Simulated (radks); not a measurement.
Question: The mean radii <r> (bohr) of the occupied orbitals of an atom or ion are listed with their occupations. Calculated with a radial shooting solver on a logarithmic mesh with Libxc functionals: non-relativistic Kohn-Sham, r2SCAN, spin-polarised, spherical densities, point nucleus; meta-GGA in the generalised Kohn-Sham scheme.

orbital  occ.      <r>
1s up       1  0.02815
1s down     1  0.02815
2s up       1   0.1210
2s down     1   0.1210
2p up       3   0.1030
2p down     3   0.1030
3s up       1   0.3197
3s down     1   0.3197
3p up       3   0.3102
3p down     3   0.3102
3d up       5   0.2812
3d down     5   0.2812
4s up       1   0.7461
4s down     1   0.7466
4p up       3   0.7772
4p down     3   0.7770
4d up       5   0.8695
4d down     5   0.8647
5s up       1    1.823
5s down     1    1.814
5p up       3    2.020

Name the element and its charge. Open shells, if any, are filled with parallel spins first.

Answer: Z = 54, xenon, charge +3: Xe3+ in [Kr] 4d10 5s2 5p3. The 1s radius gives Z: for a bare nucleus <r> = 1.5/Z, 0.02778 bohr for Z = 54, and screening makes it slightly larger (0.02815 here). The occupations add up to 51, and the charge is Z minus that.
